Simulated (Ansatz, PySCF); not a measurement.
C₅H₁₂Si. Atoms are numbered in the order given.

```xyz
18

C     -2.2548     0.9406     0.0846
C     -1.2275    -0.1672    -0.0081
C     -0.5245    -0.7071     1.2115
C      0.2728     0.0836     0.1793
C      0.7785     1.4708     0.5508
Si     1.4232    -0.8938    -0.9495
H     -2.0246     1.6612     0.8934
H     -3.2613     0.5231     0.2951
H     -2.3223     1.5113    -0.8651
H     -1.4774    -0.9239    -0.7743
H     -0.3707    -1.7946     1.3075
H     -0.7174    -0.1986     2.1716
H      0.8797     2.1222    -0.3429
H      0.1031     1.9866     1.2632
H      1.7756     1.4137     1.0359
H      0.8151    -2.2426    -1.2358
H      2.7725    -1.0972    -0.3075
H      1.6370    -0.1725    -2.2565
```
Charge 0, spin multiplicity 1.

Geometry optimised at PBE-D3(BJ)/def2-SVP. The structure was generated by enumeration; whether it is a known compound was not checked.

Vertical ionisation energy (IE) and electron affinity (EA) in eV. Rows of orbital energies are one-electron estimates. Where ΔSCF, EOM or ADC give a negative EA the extra electron is unbound and the value depends on the basis.

```json
[
 {"level": "−ε(HOMO), −ε(LUMO), PBE0/def2-TZVP (PySCF)", "IE": "7.60", "EA": "-0.73"},
 {"level": "−ε(HOMO), −ε(LUMO), PBE/def2-TZVP (PySCF)", "IE": "6.40", "EA": "0.09"},
 {"level": "ΔSCF, CAM-B3LYP/def2-SVPD (Ansatz), final states of multiplicity 2 and 2", "IE": "9.60", "EA": "-1.75"},
 {"level": "ΔSCF, PBE/def2-SVPD (Ansatz), final states of multiplicity 2 and 2", "IE": "9.19", "EA": "-1.38"}
]
```

Question: What vertical singlet–triplet gap does ΔSCF give with CAM-B3LYP/def2-SVPD (Ansatz, a quantum-chemistry and plane-wave program) and with PBE/def2-SVPD (Ansatz)? (Estimate from the structure and the level; the computed values follow.)

Answer: 7.26 and 6.43 eV (triplet above singlet where positive).
